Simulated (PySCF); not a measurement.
**Löwdin shares of the frontier orbitals**

C5H6FNS.
Geometry (GFN2-xTB, Å), atoms numbered from 1 in this order:
```xyz
14
C5H6FNS angstrom
C     -1.613    0.366    0.659
C     -0.896    0.085   -0.605
S     -1.633   -0.423   -1.957
C      0.614    0.227   -0.599
C      1.056    1.304    0.260
N      1.399    2.159    0.935
C      1.266   -1.103   -0.167
F      0.894   -1.443    1.103
H     -1.473    1.410    0.946
H     -1.197   -0.240    1.467
H     -2.674    0.158    0.554
H      0.961    0.431   -1.619
H      0.938   -1.912   -0.828
H      2.357   -1.019   -0.171
```

The calculation used TDDFT B3LYP/def2-SVPD, vertical, gas phase, core orbitals frozen in the response in PySCF.

Frontier orbitals with the atoms that hold most of them (Löwdin shares over 4%, at most four atoms; ? is withheld):

| orbital | ε (eV) | atoms |
| --- | --- | --- |
| LUMO+2 | 0.02 | N6 29%, C5 25%, S3 10%, C4 8% |
| LUMO+1 | -0.20 | C5 16%, N6 15%, S3 15%, H12 13% |
| LUMO | -2.93 | S3 40%, C2 39%, C1 5% |
| HOMO | ? | ? |
| HOMO-1 | -8.59 | ? |
| HOMO-2 | -9.75 | N6 39%, C5 29%, C4 7%, C7 6% |
| HOMO-3 | -9.85 | N6 44%, C5 34%, C4 7%, C2 4% |

Problem. Give the leading atoms of the HOMO-1.

Solution. S3 (bonded to C) 48%; C2 (bonded to 2 C and S) 26%; C1 (bonded to C and 3 H) 7%. By element: sulfur 48%, carbon 34% or more.

Problem. Give the leading atoms of the HOMO.

Solution. S3 (bonded to C) 75%; C2 (bonded to 2 C and S) 12%; C1 (bonded to C and 3 H) 4%; C4 (bonded to 3 C and H) 4%. By element: sulfur 75%, carbon 20% or more.

Problem. What is the HOMO energy, and the HOMO–LUMO gap?

Solution. ε(HOMO) = -6.82 eV; the gap is 3.88 eV (0.1427 hartree).

Problem. How does S1 compare with the orbital gap of 3.88 eV?

Solution. S1 is at 2.49 eV (f = 0.0000), 1.39 eV below the gap, made of HOMO→LUMO (100%). Without the coupling terms of the response equations the lowest excitation would equal the gap.

Problem. One configuration dominates each of S1, S2 and S3. Which, and how do the shares of the two leading atoms of either orbital change from the occupied to the empty one?

Solution. 
- S1 (2.49 eV, f 0.0000), HOMO→LUMO (100%): S3 75% → 40%, C2 12% → 39%; low, almost dark, from the terminal sulfur into the C=S bond, the pattern of n→π*
- S2 (5.48 eV, f 0.162), HOMO-1→LUMO (79%): S3 48% → 40%, C2 26% → 39%
- S3 (5.79 eV, f 0.030), HOMO→LUMO+1 (91%): S3 75% → 15%, C2 12% → at most 13%, C5 at most 5% → 16%, N6 at most 5% → 15%

Time: 48 s wall. Hardware: one thread, Arm Neoverse V1, no GPU (shared host).

One conformer stands for the species.
